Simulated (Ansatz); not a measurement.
`O/C=N/[AsH2]`, relaxed with RKS PBE0-D4/def2-TZVP in Ansatz 0.2.0 from a PBE-D4/def2-SVP geometry. The force threshold is 0.005 eV/Å; the program also tests the step.

Total charge 0; spin multiplicity 1.

Start:

```xyz
8

O     1.811    1.293    0.321
C     0.966    0.389   -0.208
N    -0.169    0.135    0.323
As   -1.210   -1.172   -0.579
H     1.350    1.640    1.119
H     1.412   -0.060   -1.126
H    -2.507   -0.334   -0.564
H    -1.655   -1.890    0.714
```

(1) How much energy does the relaxation release, and in how many steps? (An estimate is asked.)

(2) Which bonds change most? (An estimate is asked.)

(3) Give the relaxed structure. (Best estimate.)

## Answers

(1) Computed: 4.21 kJ/mol, in 10 steps, 1 of them rejected.

(2) Ansatz gave: N3–As4 from 1.899 to 1.872 Å; C2–H6 from 1.115 to 1.095 Å; As4–H7 from 1.545 to 1.525 Å; As4–H8 from 1.544 to 1.525 Å.

(3) Ansatz gave: 
```xyz
8

O     1.795    1.273    0.321
C     0.947    0.379   -0.197
N    -0.181    0.147    0.312
As   -1.202   -1.143   -0.580
H     1.359    1.649    1.101
H     1.382   -0.085   -1.088
H    -2.492   -0.331   -0.554
H    -1.608   -1.889    0.686
```
